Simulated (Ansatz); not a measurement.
The cluster Cu3O4. Charge 0, multiplicity 2. Geometry PBE-D4/def2-SVP.

```xyz
7

Cu    1.153    0.575   -0.253
Cu   -0.550    0.826    1.595
Cu   -0.978   -0.838   -0.255
O     0.045   -1.283   -1.759
O     1.167   -0.539   -1.758
O    -1.863   -0.329    1.213
O     1.026    1.587    1.216
```

HSE06 is defined as in plane-wave codes, on full-range PBE exchange. The structure holds 1 bond(s) between oxygen atoms. At PBE-D4/def2-TZVP, r2SCAN-D4/def2-TZVP, PBE0-D4/def2-TZVP, HSE06-D4/def2-TZVP the charge 0 doublet is spin-contaminated (final ⟨S²⟩ up to 1.77, 0.75 for a pure state). No other spin state of charge 0 was run. The geometry of the doublet was relaxed on an unsound state (⟨S²⟩ 1.34, where a pure state has 0.75). The structure comes from a short search, and lower isomers may exist.

Task: Estimate the α-spin orbital energies around the gap (eV) in Ansatz with PBE-D4/def2-TZVP, r2SCAN-D4/def2-TZVP, PBE0-D4/def2-TZVP, HSE06-D4/def2-TZVP.

Result: 
```csv
orbital,PBE-D4/def2-TZVP,r2SCAN-D4/def2-TZVP,PBE0-D4/def2-TZVP,HSE06-D4/def2-TZVP
HOMO−5,-7.54,-7.74,-9.23,-8.81
HOMO−4,-7.14,-7.37,-8.93,-8.50
HOMO−3,-6.71,-7.05,-8.59,-8.17
HOMO−2,-6.71,-6.98,-8.40,-7.99
HOMO−1,-6.59,-6.74,-8.16,-7.74
HOMO,-6.10,-6.23,-7.60,-7.19
LUMO,-5.44,-5.11,-3.92,-4.32
LUMO+1,-2.57,-2.36,-1.56,-1.93
LUMO+2,-1.64,-1.28,-0.63,-0.98
LUMO+3,-1.38,-1.06,-0.38,-0.73
LUMO+4,-0.53,-0.18,0.38,0.03
LUMO+5,-0.29,-0.01,0.84,0.47
β HOMO,-6.39,-6.48,-7.32,-6.93
β LUMO,-5.66,-5.54,-4.85,-5.20
```
